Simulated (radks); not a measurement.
Values are calculated unless marked as measured or tabulated.
The nuclear charge of neutral helium is varied continuously with 2 electrons held in [He]. Code: a radial shooting solver on a logarithmic mesh with Libxc functionals. Model: scalar-relativistic Kohn-Sham, SCAN, spin-polarised, spherical densities, finite nucleus; meta-GGA in the generalised Kohn-Sham scheme; Gaussian nuclear charge, rms radius 1.6755 fm. By the Hellmann-Feynman theorem dE/dZ = E(electron-nucleus)/Z, the electronic potential at the nucleus (averaged over a nucleus of fixed radius). The scalar-relativistic energy here is not variational (the density holds large components alone), so the two differ by a part that grows with Z.

| Z | E (hartree) | E(electron-nucleus)/Z (hartree) | HOMO | e(HOMO) (eV) | <r> HOMO (bohr) |
|---|---|---|---|---|---|
| 1.8 | -2.26955 | -2.97790 | 1s | -10.731 | 1.071 |
| 1.9 | -2.57733 | -3.17774 | 1s | -13.498 | 0.9988 |
| 2 | -2.90510 | -3.37760 | 1s | -16.537 | 0.9358 |
| 2.2 | -3.62060 | -3.77740 | 1s | -23.435 | 0.8313 |
| 2.3 | -4.00834 | -3.97733 | 1s | -27.293 | 0.7873 |
| 2.4 | -4.41607 | -4.17728 | 1s | -31.423 | 0.7479 |
| 2.7 | -5.75925 | -4.77723 | 1s | -45.448 | 0.6502 |
| 2.9 | -6.75471 | -5.17728 | 1s | -56.160 | 0.5981 |

 No converged solution with all levels bound was reached at Z = 2.1, 2.5, 2.6, 2.8, 3.
